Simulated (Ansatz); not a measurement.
Reaction: BNH2F (SMILES N[B]F, doublet) → BNH2F (SMILES [NH]BF, doublet)
Each species at its own B3LYP-D3(BJ)/def2-TZVP minimum (Ansatz, a program for electronic structure), one conformer.

Property: isomerisation energy (electronic), in kcal/mol. UHF or UKS for unpaired electrons; spin-orbit terms are left out. CBS(X,Y): correlation extrapolated as X^-3, Hartree-Fock from the larger set. A bracket is a step between two methods taken in the basis named. Functionals run without relativity, which enters their misses. Double hybrids freeze cores in their MP2 part. '+ core + X2C': CCSD(T) terms for core correlation (cc-pwCVTZ) and scalar relativity (cc-pVTZ-DK).

CCSD(T)/CBS(cc-pVTZ,cc-pVQZ) + [CCSDT(Q) - CCSD(T)]/cc-pVDZ + core + X2C (Ansatz) gives 14.4 kcal/mol.

Question: How far off this value is PBE/def2-TZVPD (Ansatz), in which direction, and which of these levels come nearer: r2SCAN/def2-TZVPD, B3LYP/def2-TZVPD, PBE0/def2-TZVPD, B2PLYP/def2-TZVPD, CCSD(T)/CBS(cc-pVTZ,cc-pVQZ) + core + X2C?

Answer: PBE gives 15.3 kcal/mol, 0.9 kcal/mol above it. Differences of the others: r2SCAN/def2-TZVPD (Ansatz) -0.6; B3LYP/def2-TZVPD (Ansatz) -2.4; PBE0/def2-TZVPD (Ansatz) 0.2; B2PLYP/def2-TZVPD (Ansatz) -1.2; CCSD(T)/CBS(cc-pVTZ,cc-pVQZ) + core + X2C (Ansatz) 0.0 kcal/mol. Nearer than PBE: r2SCAN/def2-TZVPD, PBE0/def2-TZVPD, CCSD(T)/CBS(cc-pVTZ,cc-pVQZ) + core + X2C.
